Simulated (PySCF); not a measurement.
O₄Pt, SMILES [O]=[Pt+2](=[O])(=[O])=[O], charge +2, multiplicity 1. Atoms are numbered in the order given.

```xyz
5

Pt     0.0000     0.0000     0.0000
O      0.9944     0.9944     0.9944
O     -0.9944     0.9944    -0.9944
O     -0.9944    -0.9944     0.9944
O      0.9944    -0.9944    -0.9944
```
Charge +2, spin multiplicity 1.

Geometry optimised at B3LYP-D3(BJ)/def2-SVP. The spin state was assumed, not searched. The def2 effective core potentials stand for the cores of Pt; spin–orbit coupling is left out.

Calculation: PBE/def2-TZVP (PySCF).

Symmetry labels are those of the subgroup D2 that the program uses (full group Td).

Computed valence orbital energies around the gap with their symmetry:
| orbital | symmetry | energy (eV) |
|---|---|---|
| HOMO−7 | B3 | -29.12 |
| HOMO−6 | A | -26.10 |
| HOMO−5 | B1 | -24.28 |
| HOMO−4 | B2 | -24.28 |
| HOMO−3 | B3 | -24.28 |
| HOMO−2 | B1 | -23.44 |
| HOMO−1 | B2 | -23.44 |
| HOMO | B3 | -23.44 |
| LUMO | A | -21.28 |
| LUMO+1 | A | -21.28 |
| LUMO+2 | B1 | -19.59 |
| LUMO+3 | B2 | -19.59 |
